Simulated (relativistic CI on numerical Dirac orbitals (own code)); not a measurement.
# Slater and spin-orbit integrals, Hg XXIII

Computed by Dirac-Coulomb-Breit CI, separate exchange-only KLI orbitals for each configuration, model QED, unscaled Slater integrals (own radial code, finite nucleus).

Slater integrals F^k, G^k are unscaled and averaged over j, outside the closed core [Ar] 3d10; ζ comes from projecting the Hamiltonian with its Breit term on Σ l·s of the shell.

- 4s2 4p6 4d10 4f12: F^2(4f,4f) = 232810, F^4(4f,4f) = 150130, F^6(4f,4f) = 109260, ζ(4f) = 10111 cm⁻¹; <r>(4f) = 0.4394, <r^2>(4f) = 0.2252 (bohr units).
- 4s2 4p6 4d10 4f11 5s: F^2(4f,4f) = 235540, F^4(4f,4f) = 152010, F^6(4f,4f) = 110660, ζ(4f) = 10368, G^3(4f,5s) = 37260 cm⁻¹; <r>(4f) = 0.4351, <r^2>(4f) = 0.2207, <r>(5s) = 0.7783, <r^2>(5s) = 0.6743 (bohr units).
- 4s2 4p6 4d10 4f10 5s2: F^2(4f,4f) = 238460, F^4(4f,4f) = 154030, F^6(4f,4f) = 112180, ζ(4f) = 10627 cm⁻¹; <r>(4f) = 0.4307, <r^2>(4f) = 0.216 (bohr units).

Averages of the first 10 configurations, taken without configuration mixing, which lowers the lowest level and can move excited configurations by several eV; other configurations of the list can lie among them:

```json
{"Configuration": "4s2 4p6 4d10 4f12", "Parity": "even", "States": "91", "Average energy above the lowest level (eV)": "6.5"}
{"Configuration": "4s2 4p6 4d10 4f11 5s", "Parity": "odd", "States": "728", "Average energy above the lowest level (eV)": "58.0"}
{"Configuration": "4s2 4p6 4d10 4f10 5s2", "Parity": "even", "States": "1001", "Average energy above the lowest level (eV)": "118.6"}
{"Configuration": "4s2 4p6 4d10 4f11 5p", "Parity": "even", "States": "2184", "Average energy above the lowest level (eV)": "124.8"}
{"Configuration": "4s2 4p6 4d10 4f10 5s 5p", "Parity": "odd", "States": "12012", "Average energy above the lowest level (eV)": "182.7"}
{"Configuration": "4s2 4p6 4d9 4f13", "Parity": "odd", "States": "140", "Average energy above the lowest level (eV)": "277.0"}
{"Configuration": "4s2 4p6 4d8 4f14", "Parity": "even", "States": "45", "Average energy above the lowest level (eV)": "549.6"}
{"Configuration": "4s2 4p6 4d10 4f11 5f", "Parity": "even", "States": "5096", "Average energy above the lowest level (eV)": "303.3"}
{"Configuration": "4s2 4p5 4d10 4f13", "Parity": "even", "States": "84", "Average energy above the lowest level (eV)": "525.8"}
{"Configuration": "4s2 4p6 4d10 4f11 6s", "Parity": "odd", "States": "728", "Average energy above the lowest level (eV)": "309.7"}
```
